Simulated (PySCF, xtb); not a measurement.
Te(Br)(OH) (BrHOTe), SMILES O[Te]Br.

Geometry: PBE0-D3(BJ)/def2-TZVP. The def2 effective core potentials stand for the cores of Te; spin–orbit coupling is left out. The values are those of a single conformer.

Level of theory: IEF-PCM-M06-2X/def2-SVP run with PySCF 2.14.0.

The values are the electrostatic part of the solvation free energy, E(continuum) − E(gas) at the gas-phase geometry, in a cavity of scaled van der Waals radii (PySCF's table); cavitation and dispersion terms are not included. In vacuum the orbital gap is 6.09 eV. The dipole moment in vacuum is 2.32 D.

Computed values in water (ε = 78.36), benzene (ε = 2.27), N,N-dimethylformamide (ε = 37.22):
```tsv
solvent	ε	ΔG(elec) (kcal/mol)	dipole (D)	gap (eV)
water	78.36	-6.1	3.12	6.19
benzene	2.27	-2.7	2.65	6.13
N,N-dimethylformamide	37.22	-6.0	3.10	6.19
```

For comparison, GFN2-xTB/ALPB(water) (xtb, at the GFN2-xTB geometry, all terms of that model) gives -5.5 kcal/mol.
